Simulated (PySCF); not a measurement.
PySCF 2.14 output of an unrestricted PBE0 calculation on a single atom or ion in cc-pVTZ, with the non-relativistic Hamiltonian (point nucleus):

```
SCF conv_tol = 1e-09
number electrons alpha = 11  beta = 9
    C. Adamo and V. Barone.,  J. Chem. Phys. 110, 6158 (1999)
    M. Ernzerhof and G. E. Scuseria.,  J. Chem. Phys. 110, 5029 (1999)
cycle= 1 E= -848.416661059647  delta_E= -0.00413  |g|= 0.00916  |ddm|= 1.46
cycle= 2 E= -848.416685957444  delta_E= -2.49e-05  |g|= 0.00495  |ddm|= 0.0693
cycle= 3 E= -848.416692114788  delta_E= -6.16e-06  |g|= 0.000654  |ddm|= 0.0556
cycle= 4 E= -848.416692240001  delta_E= -1.25e-07  |g|= 1.74e-05  |ddm|= 0.00526
cycle= 5 E= -848.416692240186  delta_E= -1.85e-10  |g|= 3.71e-06  |ddm|= 0.000141
converged SCF energy = -848.416692240186  <S^2> = 2.0007293  2S+1 = 3.0004861
```

The run itself started from symmetry-adapted Hartree-Fock orbitals and held the occupation by maximum overlap, on a logarithmic radial grid, so the iterations belong to that start.

Question: Which element, charge and spin multiplicity is this?

Answer: Ti²⁺ (titanium, charge +2), multiplicity 3; the state was [Ar] 3d2, high-spin 3F determinant.
